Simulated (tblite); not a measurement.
Compound: C₂H₁₀Ge₂Se.
SMILES with atom numbers: `[CH3:1][C@H:2]([GeH3:3])[GeH2:4][SeH:5]` (hydrogens: H6, H7, H8 on C1; H9 on C2; H10, H11, H12 on Ge3; H13, H14 on Ge4; H15 on Se5)

Computed with GFN2-xTB (tblite), gas phase: L-BFGS steps from a force-field or distance-geometry start until the largest atomic force falls under 0.01 eV/Å.

Step 98: E = -446.4635 eV
```
atom  x, y, z in Å  |  force x, y, z in eV/Å
C1     -0.8504   -1.1735   -0.9240   -0.012  -0.011   0.010
C2     -0.7198   -0.1642    0.2097   -0.056  -0.022  -0.027
Ge3    -0.8097    1.6921   -0.4517    0.028  -0.016  -0.010
Ge4     0.9249   -0.5760    1.2520    0.039  -0.016  -0.032
Se5     2.8106   -0.6869   -0.1222    0.014   0.024   0.015
H6     -1.7681   -1.0128   -1.4910   -0.003   0.019  -0.007
H7     -0.0084   -1.0875   -1.6134   -0.005   0.008   0.002
H8     -0.8650   -2.1945   -0.5349    0.005   0.001  -0.008
H9     -1.5555   -0.2914    0.9041   -0.002  -0.015   0.011
H10    -2.0659    1.8654   -1.2477    0.001   0.010   0.002
H11     0.3428    2.0459   -1.3316    0.023  -0.022  -0.024
H12    -0.8296    2.6654    0.6812   -0.007   0.029   0.040
H13     0.7584   -1.9582    1.8577    0.010  -0.012   0.025
H14     1.2156    0.3748    2.3934   -0.006   0.029   0.010
H15     3.4155    0.5092    0.3967   -0.028  -0.007  -0.006
```

Step 99: E = -446.4638 eV
```
atom  x, y, z in Å  |  force x, y, z in eV/Å
C1     -0.8493   -1.1741   -0.9266   -0.026  -0.022  -0.014
C2     -0.7171   -0.1646    0.2059   -0.036  -0.017  -0.014
Ge3    -0.8060    1.6915   -0.4565   -0.009   0.015  -0.033
Ge4     0.9254   -0.5798    1.2535    0.006  -0.006  -0.046
Se5     2.8220   -0.6808   -0.1058    0.013   0.031   0.021
H6     -1.7713   -1.0173   -1.4888    0.008   0.020  -0.001
H7     -0.0120   -1.0853   -1.6216   -0.007   0.010   0.012
H8     -0.8583   -2.1951   -0.5375    0.005   0.000  -0.009
H9     -1.5540   -0.2896    0.8998    0.007  -0.014   0.009
H10    -2.0900    1.8752   -1.2150    0.065   0.006   0.038
H11     0.3223    2.0340   -1.3760   -0.005  -0.033   0.004
H12    -0.7813    2.6672    0.6780   -0.009   0.009   0.006
H13     0.7543   -1.9642    1.8520    0.013  -0.016   0.025
H14     1.2003    0.3674    2.4018    0.003   0.030   0.011
H15     3.4104    0.5234    0.4149   -0.028  -0.012  -0.012
```

**Question.** Estimate the geometry and energy of step 100. (The exact step hangs on the optimiser's Hessian estimate; all steps are aligned on step 99, rigid shifts and turns removed.)

**Answer.** E = -446.4642 eV, largest force 0.037 eV/Å
```
atom  x, y, z in Å  |  force x, y, z in eV/Å
C1     -0.8510   -1.1744   -0.9266   -0.031  -0.017  -0.011
C2     -0.7183   -0.1652    0.2056   -0.007  -0.007  -0.001
Ge3    -0.8047    1.6911   -0.4572    0.016   0.002   0.017
Ge4     0.9262   -0.5799    1.2521   -0.018  -0.001  -0.023
Se5     2.8220   -0.6795   -0.1058    0.012   0.004   0.001
H6     -1.7775   -1.0211   -1.4819    0.002   0.011  -0.009
H7     -0.0190   -1.0795   -1.6270   -0.002   0.009   0.012
H8     -0.8508   -2.1958   -0.5386   -0.001  -0.001  -0.010
H9     -1.5535   -0.2889    0.9015    0.003  -0.019   0.005
H10    -2.0818    1.8741   -1.2192    0.010   0.015   0.010
H11     0.3248    2.0338   -1.3717    0.020  -0.028  -0.013
H12    -0.7836    2.6668    0.6777   -0.010   0.004   0.002
H13     0.7559   -1.9648    1.8522    0.015  -0.007   0.020
H14     1.1971    0.3690    2.4015    0.005   0.020   0.000
H15     3.4095    0.5223    0.4156   -0.014   0.016   0.000
```

The energy changes by -0.0004 eV. The first-order estimate −F·Δx gives -0.0007 eV and the mean of the old and new forces, exact on a quadratic surface, -0.0004 eV. The step makes an angle of 76° with the force vector and moves no atom by more than 0.011 Å.

What follows is the cost of the whole relaxation. The run took 1.0 s on an Intel Xeon 6975P-C with one thread, shared host.
